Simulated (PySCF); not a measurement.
In(H)2(OMe) (CH5InO), SMILES C[O][InH2].

Geometry: B3LYP-D3(BJ)/def2-SVP. The def2 effective core potentials stand for the cores of In; spin–orbit coupling is left out.

These are TDDFT-CAM-B3LYP/def2-SVPD (PySCF) values and carry that method's errors.

Vertical excitations.  State labels are in the subgroup Cs.

```csv
state,symmetry,energy (eV),λ (nm),f,main pairs
S1,A",4.80,258,0.003,HOMO−1→LUMO 97 %
S2,A',5.05,246,0.039,HOMO→LUMO 91 %
S3,A",5.80,214,0.000,HOMO−2→LUMO 98 %
S4,A",5.84,212,0.014,HOMO→LUMO+1 80 %
S5,A',6.35,195,0.135,"HOMO−1→LUMO+1 66 %, HOMO−1→LUMO+2 16 %"
S6,A",6.81,182,0.000,"HOMO→LUMO+2 44 %, HOMO→LUMO+3 35 %, HOMO→LUMO+1 15 %"
S7,A',7.04,176,0.031,"HOMO−1→LUMO+3 41 %, HOMO−1→LUMO+2 31 %, HOMO−1→LUMO+1 23 %"
S8,A",7.37,168,0.000,"HOMO→LUMO+3 53 %, HOMO→LUMO+2 36 %"
S9,A',7.49,166,0.045,"HOMO−1→LUMO+2 35 %, HOMO−1→LUMO+3 34 %, HOMO−2→LUMO+1 13 %, HOMO−2→LUMO+3 10 %"
S10,A',7.75,160,0.087,"HOMO−2→LUMO+1 38 %, HOMO−2→LUMO+3 34 %, HOMO−1→LUMO+3 12 %, HOMO−1→LUMO+2 9 %"
T1,A',4.38,283,0,HOMO→LUMO 96 %
T2,A",4.62,269,0,HOMO−1→LUMO 94 %
T3,A",5.37,231,0,HOMO−2→LUMO 86 %
T4,A",5.45,227,0,HOMO→LUMO+1 69 %
```
Triplets are in the Tamm–Dancoff approximation, which puts them higher than full response would, so one can lie above its singlet here.
